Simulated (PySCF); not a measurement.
Worked example: entropy of an ideal gas

Pb(Cl)(OH) (ClHOPb), SMILES [Pb]([Cl])[OH] (connectivity only; charge and spin as stated), neutral, multiplicity 1.

Coordinates come from a B3LYP-D3(BJ)/def2-TZVP optimisation. The def2 effective core potentials stand for the cores of Pb; spin–orbit coupling is left out. One conformer was computed; it need not be the lowest.

B3LYP-D3(BJ)/def2-TZVP (PySCF) gives the harmonic wavenumbers 135, 303, 346, 526, 698, 3799 cm⁻¹ and the rotational temperatures 0.3580, 0.1237, 0.0919 K. The molar mass is 259.66 g/mol, the symmetry number 1, the spin multiplicity 1.

Question: Work out the entropy at 298.15 K and 1 atm in the rigid-rotor, harmonic-oscillator model.

Answer: 
Translation (Sackur–Tetrode at 1 atm): S = R[1.5 ln M + 2.5 ln T − 1.16487] = 178.1 J/(mol K).
Rotation: q = (√π/σ) T^1.5/√(θA θB θC) = 143000, S = R[ln q + 3/2] = 111.2 J/(mol K).
Vibration: with u = 1.4388 ν/T, each mode gives R[u/(e^u − 1) − ln(1 − e^−u)]:
| ν (cm⁻¹) | modes | u | S (J/(mol K)) |
|---|---|---|---|
| 135 | 1 | 0.65 | 12.02 |
| 303 | 1 | 1.46 | 5.86 |
| 346 | 1 | 1.67 | 4.96 |
| 526 | 1 | 2.54 | 2.49 |
| 698 | 1 | 3.37 | 1.29 |
The stiffer modes add less than 0.005 each. Sum 26.6 J/(mol K).
Spin: R ln 1 = 0.0 J/(mol K).
Total 315.9 J/(mol K); the program's own thermochemistry gives 315.9. Translation makes up 56 % and vibration 8 %. Anharmonicity, hindered rotation and orbital degeneracy are left out.
